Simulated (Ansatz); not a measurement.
`CN(C)BF` and `CN(C)N` differ in one atom or group.

Ansatz, PBE0-D4/def2-TZVP geometries, multiplicity 1. Each molecule was computed in one conformer, which needn't be the lowest.

```tsv
property	`CN(C)BF`
HOMO energy (PBE0/def2-TZVPP) / eV	-7.32
LUMO energy (PBE0/def2-TZVPP) / eV	0.79
LUMO energy (B3LYP/def2-TZVPP) / eV	0.52
HOMO energy (PBE/def2-TZVPP) / eV	-6.02
LUMO energy (ωB97M-V/def2-TZVPP) / eV	2.38
HOMO–LUMO gap (PBE/def2-TZVPP) / eV	5.88
```

Question: What does the change do to each property? (Estimate.)

Answer: Computed: 
```csv
property,`CN(C)N`,shift
HOMO energy (PBE0/def2-TZVPP) / eV,-6.39,0.93
LUMO energy (PBE0/def2-TZVPP) / eV,0.99,0.20
LUMO energy (B3LYP/def2-TZVPP) / eV,0.64,0.12
HOMO energy (PBE/def2-TZVPP) / eV,-4.99,1.03
LUMO energy (ωB97M-V/def2-TZVPP) / eV,2.42,0.04
HOMO–LUMO gap (PBE/def2-TZVPP) / eV,5.17,-0.71
```

With PBE0 the HOMO rises by 0.93 eV and the LUMO rises by 0.20 eV, so the gap narrows by about 0.73 eV. PBE moves the HOMO by 1.03 eV and ωB97M-V by 0.87 eV.

B3LYP here is the variant with VWN-RPA as its local correlation; programs differ in this.
